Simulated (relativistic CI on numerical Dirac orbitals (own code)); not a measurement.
## Co3+: calculation against measurement

Computed by Dirac-Coulomb-Breit CI, separate exchange-only KLI orbitals for each configuration, model QED (radiative potential, 1s self-energy scaled to tabulated hydrogen-like ionisation energies), valence Slater integrals scaled by 0.85, P86 correlation energy added to each configuration (own radial code, finite nucleus).

CI space (outside the closed core [Ne] 3s2): 3p6 3d6, 3p6 3d5 4s, 3p6 3d5 4p, 3p6 3d5 4d, 3p6 3d5 5s, 3p5 3d7, 3p6 3d5 5p, 3p6 3d5 4f, 3p6 3d5 5d, 3p6 3d4 4s 4p, 3p6 3d5 6s, 3p6 3d5 6p, 3p6 3d5 5f, 3p6 3d5 5g, 3p6 3d5 6d, 3p6 3d4 4s2, 3p6 3d3 4s2 4p, 3p6 3d3 4s2 4d, 3p6 3d3 4s2 5s, 3p6 3d3 4s2 5p, 3p6 3d4 4p2, 3p6 3d3 4s 4p2, 3p6 3d3 4p3, 3p6 3d3 4p2 4d, 3p6 3d3 4p2 5s, 3p6 3d3 4p2 5p. Double excitations out of closed p, d and f shells are left out; levels of such configurations are missing from the list, as are those of other unlisted configurations, and high levels can miss mixing partners.

| Configuration | Term (tabulated) | J | Measured (cm⁻¹) | Computed | Error | Purity (%) |
| --- | --- | --- | --- | --- | --- | --- |
| 3p6 3d6 | 5D | 4 | 0.0 | 0 | 0 | 100 |
| 3p6 3d6 | 5D | 3 | 639.1 | 613 | -26 | 100 |
| 3p6 3d6 | 5D | 2 | 1077.7 | 1037 | -41 | 100 |
| 3p6 3d6 | 5D | 0 | 1493.6 | 1440 | -53 | 99 |
| 3p6 3d6 | 3P2 | 2 | 22883.3 | 24503 | 1620 | 99 |
| 3p6 3d6 | 3H | 6 | 23679.5 | 22364 | -1315 | 100 |
| 3p6 3d6 | 3H | 5 | 24031.8 | 22718 | -1314 | 98 |
| 3p6 3d6 | 3H | 4 | 24272.0 | 22974 | -1298 | 97 |
| 3p6 3d6 | 3P2 | 1 | 24729.2 | 26278 | 1548 | 99 |
| 3p6 3d6 | 3F2 | 4 | 25396.0 | 25597 | 201 | 93 |
| 3p6 3d6 | 3P2 | 0 | 25448.7 | 26960 | 1512 | 98 |
| 3p6 3d6 | 3F2 | 3 | 25735.9 | 25958 | 222 | 95 |
| 3p6 3d6 | 3F2 | 2 | 25969.0 | 26216 | 247 | 100 |
| 3p6 3d6 | 3G | 5 | 29021.8 | 28224 | -798 | 98 |
| 3p6 3d6 | 3G | 4 | 29592.2 | 28820 | -773 | 93 |
| 3p6 3d6 | 3G | 3 | 29867.5 | 29088 | -780 | 95 |
| 3p6 3d6 | 1I | 6 | 35942.7 | 33732 | -2210 | 100 |
| 3p6 3d6 | 3D | 2 | 36348.0 | 36314 | -34 | 99 |
| 3p6 3d6 | 3D | 1 | 36382.0 | 36319 | -63 | 100 |
| 3p6 3d6 | 3D | 3 | 36554.5 | 36482 | -73 | 99 |
| 3p6 3d6 | 1G2 | 4 | 36683.3 | 35786 | -898 | 98 |
| 3p6 3d6 | 1S2 | 0 | 41441.9 | 41425 | -17 | 98 |
| 3p6 3d6 | 1D2 | 2 | 42341.8 | 44329 | 1987 | 99 |
| 3p6 3d6 | 1F | 3 | 50630.1 | 50927 | 297 | 99 |
| 3p6 3d6 | 3P1 | 0 | 58320.6 | 58829 | 508 | 99 |
| 3p6 3d6 | 3P1 | 1 | 58919.8 | 59411 | 492 | 100 |
| 3p6 3d6 | 3F1 | 2 | 59748.8 | 59296 | -453 | 99 |
| 3p6 3d6 | 3F1 | 4 | 59838.2 | 59371 | -467 | 99 |
| 3p6 3d6 | 3F1 | 3 | 59902.8 | 59443 | -460 | 98 |
| 3p6 3d6 | 3P1 | 2 | 60098.4 | 60549 | 451 | 99 |
| 3p6 3d6 | 1G1 | 4 | 67907.0 | 67353 | -554 | 99 |
| 3p6 3d5 4s | 7S | 3 | 90554.4 | 92296 | 1742 | 100 |
| 3p6 3d6 | 1D1 | 2 | 91218.4 | 90891 | -327 | 100 |
| 3p6 3d5 4s | 5S | 2 | 102773.9 | 104451 | 1677 | 99 |
| 3p6 3d5 4s | 5P | 3 | 132729.1 | 134184 | 1455 | 92 |
| 3p6 3d5 4s | 5P | 2 | 132828.7 | 134282 | 1454 | 93 |
| 3p6 3d5 4s | 5P | 1 | 132952.6 | 134415 | 1462 | 97 |
| 3p6 3d5 4s | 5D | 4 | 136362.9 | 137417 | 1054 | 97 |
| 3p6 3d5 4s | 5D | 0 | 136399.9 | 137496 | 1096 | 99 |
| 3p6 3d5 4s | 5D | 1 | 136519.1 | 137578 | 1059 | 96 |
| 3p6 3d5 4s | 5D | 2 | 136611.2 | 137677 | 1065 | 92 |
| 3p6 3d5 4s | 5D | 3 | 136612.5 | 137677 | 1065 | 92 |

Measured levels from Sugar and Corliss, J. Phys. Chem. Ref. Data 10, 1097 (1981); pairs were made by configuration, J and term (by order where the table uses no LS term), so strongly mixed levels may be paired wrongly.

Mean error by configuration (cm⁻¹): 3p6 3d6 -93; 3p6 3d5 4s 1313. Over the excited levels the mean absolute error is 833 cm⁻¹ (41 of the 41 excited levels that our extract of the source holds in range could be paired), and the median relative error of those above 1,000 cm⁻¹ is 0.91 %. Some levels of the ground configuration have no partner.
